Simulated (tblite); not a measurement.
Species: C3H10BNOP (doublet state).
Atom-mapped SMILES: `[CH2:1][O:2][B:3]([PH2:4])[N:5]([CH3:6])[CH3:7]` (hydrogens: H8, H9 on C1; H10, H11 on P4; H12, H13, H14 on C6; H15, H16, H17 on C7)

Computed with GFN2-xTB (tblite), gas phase: L-BFGS steps from a force-field or distance-geometry start until the largest atomic force falls under 0.01 eV/Å.

Step 99: E = -605.2284 eV
```
atom  x, y, z in Å  |  force x, y, z in eV/Å
C1     -2.5482    0.9166   -0.9304    0.003  -0.026   0.019
O2     -1.3080    0.9065   -0.4489    0.002   0.001  -0.003
B3     -0.5266   -0.1640   -0.1293    0.012  -0.004   0.006
P4     -1.1811   -1.9956   -0.0942    0.004  -0.025  -0.045
N5      0.8304    0.1061    0.1235    0.000  -0.023  -0.024
C6      1.8189   -0.9091    0.4023   -0.037   0.022  -0.029
C7      1.3863    1.4423    0.0921   -0.020  -0.030   0.005
H8     -3.0466    0.0027   -1.2048    0.002   0.007  -0.009
H9     -3.0227    1.8747   -1.0024   -0.013   0.017  -0.002
H10    -2.4659   -1.7099    0.3261   -0.017   0.034   0.016
H11    -0.7668   -2.2898    1.1919    0.007   0.016   0.014
H12     1.4137   -1.8936    0.1695    0.012  -0.005   0.023
H13     2.1127   -0.8842    1.4570    0.046  -0.006   0.001
H14     2.7074   -0.7473   -0.2143   -0.004   0.013   0.020
H15     0.5778    2.1641    0.0226    0.015   0.004  -0.013
H16     1.9634    1.6316    1.0015   -0.016  -0.002  -0.003
H17     2.0484    1.5610   -0.7721    0.004   0.007   0.023
```

Step 100: E = -605.2289 eV
```
atom  x, y, z in Å  |  force x, y, z in eV/Å
C1     -2.5462    0.9162   -0.9342   -0.003  -0.041   0.015
O2     -1.3065    0.9079   -0.4512   -0.008  -0.004  -0.001
B3     -0.5270   -0.1646   -0.1309    0.014   0.016   0.003
P4     -1.1872   -1.9941   -0.0950    0.014  -0.018  -0.046
N5      0.8296    0.1053    0.1232    0.010  -0.026  -0.017
C6      1.8195   -0.9088    0.3999   -0.035   0.008  -0.026
C7      1.3858    1.4413    0.0956   -0.024  -0.021   0.003
H8     -3.0419   -0.0003   -1.2060   -0.001   0.017  -0.010
H9     -3.0263    1.8719   -1.0022   -0.003   0.014   0.001
H10    -2.4675   -1.7024    0.3353   -0.016   0.030   0.021
H11    -0.7625   -2.2907    1.1873    0.000   0.014   0.013
H12     1.4140   -1.8950    0.1748    0.006  -0.002   0.010
H13     2.1165   -0.8802    1.4534    0.066   0.000  -0.003
H14     2.7043   -0.7492   -0.2235   -0.014   0.009   0.042
H15     0.5769    2.1623    0.0209    0.019   0.009  -0.012
H16     1.9590    1.6332    1.0076   -0.032  -0.018  -0.011
H17     2.0526    1.5593   -0.7648    0.006   0.011   0.017
```

Q: Estimate the geometry and energy of step 101. (The exact step hangs on the optimiser's Hessian estimate; all steps are aligned on step 100, rigid shifts and turns removed.)

A: E = -605.2295 eV, largest force 0.074 eV/Å
```
atom  x, y, z in Å  |  force x, y, z in eV/Å
C1     -2.5451    0.9152   -0.9366   -0.021  -0.022   0.010
O2     -1.3060    0.9092   -0.4520   -0.015  -0.008   0.004
B3     -0.5276   -0.1647   -0.1318    0.014   0.027  -0.010
P4     -1.1931   -1.9924   -0.0980    0.020  -0.006  -0.030
N5      0.8289    0.1042    0.1222    0.012  -0.020  -0.003
C6      1.8195   -0.9085    0.3981   -0.016  -0.012  -0.005
C7      1.3857    1.4399    0.0983   -0.018   0.000  -0.007
H8     -3.0377   -0.0030   -1.2089   -0.003   0.021  -0.011
H9     -3.0323    1.8688   -0.9976    0.018  -0.011   0.004
H10    -2.4687   -1.6941    0.3427   -0.010   0.022   0.023
H11    -0.7581   -2.2911    1.1809   -0.010   0.009   0.005
H12     1.4147   -1.8969    0.1821   -0.003   0.000  -0.006
H13     2.1214   -0.8753    1.4502    0.073   0.007  -0.008
H14     2.7013   -0.7516   -0.2307   -0.017   0.005   0.049
H15     0.5773    2.1606    0.0145    0.024   0.009  -0.009
H16     1.9529    1.6365    1.0138   -0.050  -0.038  -0.019
H17     2.0598    1.5554   -0.7569    0.004   0.015   0.014
```

The energy changes by -0.0006 eV. The first-order estimate −F·Δx gives -0.0008 eV and the mean of the old and new forces, exact on a quadratic surface, -0.0006 eV. The step makes an angle of 78° with the force vector and moves no atom by more than 0.011 Å.

The cost below is that of the whole relaxation. Time: 2.9 s. Hardware: one thread, AMD EPYC (x86_64), no GPU, shared host with 64 logical CPUs at a one-minute load of 58.
